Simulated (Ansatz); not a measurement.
Consider the substitution at a C–Si bond: `O[SiH2]C[Si](O)(Cl)Cl` + H₂S → `O[SiH2]CS` + `O[SiH](Cl)Cl`.

Calculated with Ansatz (gas phase, PBE0-D4/def2-TZVP geometries, no zero-point term in ΔE). CBS: MP2 limit from def2 TZ/QZ plus the TZ coupled-cluster correction, frozen cores. This one scheme is used for every species. Functionals use def2-TZVPP. B3LYP here is the variant with VWN-RPA as its local correlation; programs differ in this. Each species was taken in one conformer, which may not be the lowest.

`O[SiH2]C[Si](O)(Cl)Cl`:

Z-matrix (Å, degrees):
```
Si
C 1 1.883
O 1 1.641 2 110.2
H 1 1.488 2 108.1 3 -123.2
H 1 1.482 2 110.0 3 117.4
Si 2 1.833 1 114.0 3 58.3
H 2 1.095 1 108.5 3 -62.4
H 2 1.095 1 109.6 3 -179.8
H 3 0.963 1 114.6 2 -42.5
O 6 1.640 2 107.3 1 -43.6
Cl 6 2.046 2 111.2 1 75.9
Cl 6 2.047 2 113.2 1 -163.9
H 10 0.960 6 118.4 2 -176.2
```

H₂S:

Z-matrix (Å, degrees):
```
S
H 1 1.341
H 1 1.341 2 92.3
```

`O[SiH2]CS`:

```xyz
10

O     1.875    0.086   -0.518
Si    0.567    0.844    0.125
C    -0.996   -0.054   -0.394
S    -0.852   -1.802    0.084
H     1.846   -0.873   -0.455
H     0.604    2.242   -0.372
H     0.593    0.838    1.616
H    -1.075   -0.062   -1.484
H    -1.917    0.380    0.002
H    -0.645   -1.599    1.396
```

`O[SiH](Cl)Cl`:

Z-matrix (Å, degrees):
```
Si
Cl 1 2.042
Cl 1 2.041 2 107.4
O 1 1.621 2 111.2 3 -121.9
H 1 1.467 2 109.8 3 119.4
H 4 0.959 1 119.4 2 59.9
```

```
             level  ΔE (kcal/mol)  difference from CCSD(T)/CBS
            PBE-D4           19.4                         -0.7
         r2SCAN-D4           20.5                          0.4
           PBE0-D4           20.2                          0.1
          B3LYP-D4           20.1                          0.0
           ωB97X-V           19.9                         -0.2
           ωB97M-V           20.8                          0.7
            B2PLYP           18.8                         -1.3
               PBE           17.6                         -2.5
            r2SCAN           19.9                         -0.2
              PBE0           18.6                         -1.5
             B3LYP           17.5                         -2.6
     HF/def2-TZVPP           17.4                         -2.7
    MP2/def2-TZVPP           20.9                          0.8
SCS-MP2/def2-TZVPP           19.6                         -0.5
   CCSD/def2-TZVPP           20.4                          0.3
CCSD(T)/def2-TZVPP           20.6                          0.5
     HF/def2-QZVPP           17.2                         -2.9
    MP2/def2-QZVPP           20.5                          0.4
SCS-MP2/def2-QZVPP           19.2                         -0.9
      HF/CBS(def2)           17.2                         -2.9
     MP2/CBS(def2)           20.4                          0.3
    CCSD/CBS(def2)           19.9                         -0.2
       CCSD(T)/CBS           20.1                            0
```

Largest T1 diagnostic among the species: 0.011.

In def2-TZVPP, CCSD(T) changes the Hartree–Fock value by +3.2 kcal/mol (the triples alone add +0.2 kcal/mol) and MP2 by +3.5 kcal/mol. The D4 term adds +2.7 kcal/mol with B3LYP and +1.6 kcal/mol with PBE0; it sums over pairs of atoms, weighted by their polarisabilities, and B3LYP, whose exchange is more repulsive, gets the larger term. From PBE to PBE0 (25 % exact exchange), in def2-TZVPP and without D4, ΔE moves by +0.9 kcal/mol.
